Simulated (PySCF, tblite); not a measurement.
Isomers of C8H11PS. Calculated harmonic vibrations of the isolated species, GFN2-xTB (tblite), most abundant isotopes, no scaling. This tight-binding method is rough: wavenumbers can miss measured ones by several per cent, in bad cases by 10 to 20. One conformer each.

Electronic energies: PBE0/pcSseg-1 single points on the GFN2-xTB geometries (PySCF, gas phase).

| SMILES | electronic energy, lowest = 0 (kJ/mol) |
| --- | --- |
| CSc1cpc(C)cc1C | 0.0 |
| C=CC1=C[P@@](C)(=S)C=C1C | 53.9 |
| CP(c1ccsc1)C1CC1 | 85.7 |

Task: How do GFN2-xTB zero-point energies change the relative energies?

Result: 
```tsv
SMILES	ZPE (kJ/mol)	of it from modes above 1550 cm⁻¹	electronic (kJ/mol)	with ZPE, lowest = 0 (kJ/mol)	lowest mode (cm⁻¹)	rings
CSc1cpc(C)cc1C	431.6	208.4	0.0	0.0	35	1
C=CC1=C[P@@](C)(=S)C=C1C	426.1	220.5	53.9	48.3	53	1
CP(c1ccsc1)C1CC1	430.1	202.0	85.7	84.2	29	2
```

The zero-point energies span 5.5 kJ/mol, from `C=CC1=C[P@@](C)(=S)C=C1C` to `CSc1cpc(C)cc1C`. The order is unchanged.

Task: And how do the electronic energies of GFN2-xTB itself compare?

Result: `CSc1cpc(C)cc1C` 0.0; `C=CC1=C[P@@](C)(=S)C=C1C` 35.8; `CP(c1ccsc1)C1CC1` 64.3 kJ/mol, lowest = 0. Against the energies above, taken from the same isomer `CSc1cpc(C)cc1C`, the largest difference is 21.4 kJ/mol.

Task: What do entropy and thermal enthalpy add at 298.15 K and 1 bar (rigid rotor, harmonic oscillator, one conformer each)?

Result: 
```csv
SMILES,point group,symmetry number,S (J/(mol K)),H − H(0) (kJ/mol),ZPE + H − H(0) − TS (kJ/mol)
CSc1cpc(C)cc1C,C1,1,452.1,33.66,330.5
C=CC1=C[P@@](C)(=S)C=C1C,C1,1,449.8,33.94,325.9
CP(c1ccsc1)C1CC1,C1,1,444.6,31.85,329.4
```
